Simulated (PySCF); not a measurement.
C4H13N2Si (SMILES CN(C)[SiH]N(C)C), doublet, at a GFN2-xTB geometry; DF-M062X/def2-SV(P) run with PySCF.

Input for PySCF:
```python
from pyscf import gto, scf, dft

mol = gto.Mole()
mol.atom = '''
    C     1.59635121   -0.89628006    1.04901314
    N     1.34955421   -0.21168926   -0.19897935
    C     2.54469526   -0.06820729   -0.98585908
    Si    0.04597325    0.90647050   -0.35287798
    N    -1.37043076    0.07770352    0.20335648
    C    -1.65611403   -1.28140315   -0.17097325
    C    -2.55023071    0.81235882    0.55666985
    H     0.66868391   -0.98502044    1.60735906
    H     1.99021701   -1.89896573    0.85253814
    H     2.32892833   -0.35968481    1.66599285
    H     2.98035246   -1.05156869   -1.19008411
    H     2.30290174    0.41540871   -1.92887673
    H     3.30394285    0.53569674   -0.47054551
    H     0.12002997    2.10106041    0.50690645
    H    -2.36654545   -1.33077274   -1.00652242
    H    -0.73643631   -1.77970756   -0.46388048
    H    -2.09765971   -1.81662430    0.67684985
    H    -3.05249999    0.32921501    1.40095832
    H    -3.26414747    0.86310987   -0.27614069
    H    -2.28346759    1.82635675    0.84199313
'''
mol.basis = 'def2-sv(p)'
mol.spin = 1
mol.verbose = 4
mol.build()

mf = dft.UKS(mol)
mf.xc = 'm062x'
mf.conv_tol_grad = 1e-3
mf = mf.density_fit(auxbasis='def2-universal-jkfit')
mf.kernel()
```

Output, abridged:

```
PySCF version 2.14.0

[INPUT] verbose = 4
[INPUT] num. atoms = 20
[INPUT] num. electrons = 65
[INPUT] charge = 0
[INPUT] spin (= nelec alpha-beta = 2S) = 1
[INPUT] symmetry False subgroup None
[INPUT] Mole.unit = angstrom
[INPUT] Symbol           X                Y                Z      unit          X                Y                Z       unit  Magmom
[...]
nuclear repulsion = 402.538271435695
number of shells = 70
number of NR pGTOs = 232
number of NR cGTOs = 128
basis = def2-sv(p)
ecp = {}

******** <class 'pyscf.df.df_jk.DFUKS'> ********
method = DFUKS
initial guess = minao
damping factor = 0
level_shift factor = 0
DIIS = <class 'pyscf.scf.diis.CDIIS'>
diis_start_cycle = 1
diis_space = 8
diis_damp = 0
SCF conv_tol = 1e-09
SCF conv_tol_grad = 0.001
SCF max_cycles = 50
direct_scf = False
number electrons alpha = 33  beta = 32
XC library pyscf.dft.libxc version 7.1.2
    S. Lehtola, C. Steigemann, M. J. T. Oliveira, and M. A. L. Marques,  SoftwareX 7, 1–5 (2018)
XC functionals = m062x
    Y. Zhao and D. G. Truhlar,  Theor. Chem. Acc. 120, 215 (2008)
    Y. Zhao and D. G. Truhlar,  Theor. Chem. Acc. 120, 215 (2008)
radial grids:
    Treutler-Ahlrichs [JCP 102, 346 (1995); DOI:10.1063/1.469408] (M4) radial grids

becke partition: Becke, JCP 88, 2547 (1988); DOI:10.1063/1.454033
pruning grids: <function nwchem_prune>
grids dens level: 3
symmetrized grids: False
atomic radii adjust function: <function treutler_atomic_radii_adjust>
small_rho_cutoff = 0
tot grids = 230960
******** <class 'pyscf.df.df.DF'> ********
auxbasis = def2-universal-jkfit
init E= -559.657108395588

cycle= 1 E= -558.711953453675  delta_E= 0.945  |g|= 0.219  |ddm|= 2.99
cycle= 2 E= -558.727090882834  delta_E= -0.0151  |g|= 0.186  |ddm|= 0.448
cycle= 3 E= -558.742539378283  delta_E= -0.0154  |g|= 0.051  |ddm|= 0.233
cycle= 4 E= -558.743935654105  delta_E= -0.0014  |g|= 0.00991  |ddm|= 0.06
cycle= 5 E= -558.744060993307  delta_E= -0.000125  |g|= 0.0053  |ddm|= 0.0227
cycle= 6 E= -558.744098560068  delta_E= -3.76e-05  |g|= 0.00236  |ddm|= 0.0126
cycle= 7 E= -558.744109365686  delta_E= -1.08e-05  |g|= 0.00139  |ddm|= 0.00782
cycle= 8 E= -558.744111553939  delta_E= -2.19e-06  |g|= 0.00046  |ddm|= 0.00333
cycle= 9 E= -558.74411195454  delta_E= -4.01e-07  |g|= 0.000172  |ddm|= 0.00151
cycle= 10 E= -558.744112001259  delta_E= -4.67e-08  |g|= 5.05e-05  |ddm|= 0.000596
cycle= 11 E= -558.744112005167  delta_E= -3.91e-09  |g|= 1.7e-05  |ddm|= 0.000167
cycle= 12 E= -558.744112005631  delta_E= -4.64e-10  |g|= 6.54e-06  |ddm|= 6.48e-05
Extra cycle  E= -558.74411200566  delta_E= -2.96e-11  |g|= 5.91e-06  |ddm|= 1.57e-05
converged SCF energy = -558.74411200566  <S^2> = 0.75291675  2S+1 = 2.0029146
```
